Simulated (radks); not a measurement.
Removal energies from the cobalt ion Co+, [Ar] 3d(3/2: 4, 5/2: 4), by Delta-SCF beside the eigenvalue of the level emptied. Method: Dirac Kohn-Sham, BLYP, spin-unpolarised, spherical densities, finite nucleus; Fermi nuclear charge, rms radius of each element as measured or else 0.836 A^(1/3) + 0.57 fm; computed with a radial shooting solver on a logarithmic mesh with Libxc functionals. Sub-shells are occupied by j as written (lower j first in brackets).

| removed from | final configuration | Delta-SCF (eV) | -eigenvalue (eV) |
|---|---|---|---|
| 3d5/2 | [Ar] 3d(3/2: 4, 5/2: 3) | 19.290 | 12.211 |
| 3d3/2 | [Ar] 3d(3/2: 3, 5/2: 4) | 19.489 | 12.388 |
| 3p3/2 | [Ne] 3s2 3p(1/2: 2, 3/2: 3) 3d(3/2: 4, 5/2: 4) | 76.428 | 68.343 |
| 3p1/2 | [Ne] 3s2 3p(1/2: 1, 3/2: 4) 3d(3/2: 4, 5/2: 4) | 78.296 | 70.173 |
